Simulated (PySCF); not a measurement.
Al(Me)(F)2 (CH3AlF2), SMILES [Al]([F])([F])[CH3]. Atoms are numbered in the order given.

```xyz
7

Al     0.0497     0.0435     0.0003
C     -1.4815    -1.1332    -0.0383
H     -1.2742    -2.0135    -0.6695
H     -2.3790    -0.6313    -0.4308
H     -1.7075    -1.5098     0.9732
F     -0.0049     1.6045    -0.5645
F      1.5165    -0.4502     0.6037
```

Geometry optimised at B3LYP-D3(BJ)/def2-SVP. The isomer is the one that the SMILES or the coordinates give; other isomers of the formula were not compared.

Two levels are set side by side: PBE/pcJ-1 (PySCF) and B3LYP/pcJ-1 (PySCF). One-bond couplings, all four terms, same geometry. Isotopes: 13C, 19F, 1H, 27Al. Differences are taken from unrounded values.

```tsv
quantity	B3LYP
¹J(C2,H3) (Hz)	129.7
¹J(C2,H4) (Hz)	135.7
¹J(C2,H5) (Hz)	130.4
```

What does PBE give, and how far is it from B3LYP? (An estimate is asked for; the answer gives what the named calculation found.)


```tsv
quantity	PBE	PBE minus B3LYP
¹J(C2,H3) (Hz)	118.4	-11.3
¹J(C2,H4) (Hz)	124.1	-11.6
¹J(C2,H5) (Hz)	119.1	-11.3
```

Rough cost on one machine, each run with all the roots and properties that it gave: B3LYP against PBE about 3 times.
